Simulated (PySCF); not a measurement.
BrH2SbTe2. Atoms are numbered in the order given.

```xyz
6

Sb    -0.6762    -0.3821     0.7076
Br     1.5318    -0.8147     1.9155
Te    -0.2454     2.2192    -0.1391
H     -0.1165     2.7315     1.4426
Te    -0.0982    -1.2990    -1.8408
H     -1.1405    -2.5811    -1.6169
```
Charge 0, spin multiplicity 1.

The structure is a stationary point at PBE0-D3(BJ)/def2-SVP. The structure was generated by enumeration; whether it is a known compound was not checked. The def2 effective core potentials stand for the cores of Sb, Te; spin–orbit coupling is left out.

Level of theory: M06-2X/def2-TZVP (PySCF).

Problem. Estimate the frontier levels, gap, dipole moment and polarisability. (Estimate from the structure and the level; the computed values follow.)

Solution. 
highest occupied level: -7.75 eV
lowest empty level: -1.41 eV
orbital gap: 6.34 eV
dipole moment: 2.13 D
quadrupole, principal values (traceless, Buckingham form, about the centre of nuclear charge): -10.97, 2.99, 7.98 D·Å
mean static polarisability: 147.7 bohr³ (21.89 Å³)
polarisability, principal values: 107.5, 155.5, 180.3 bohr³
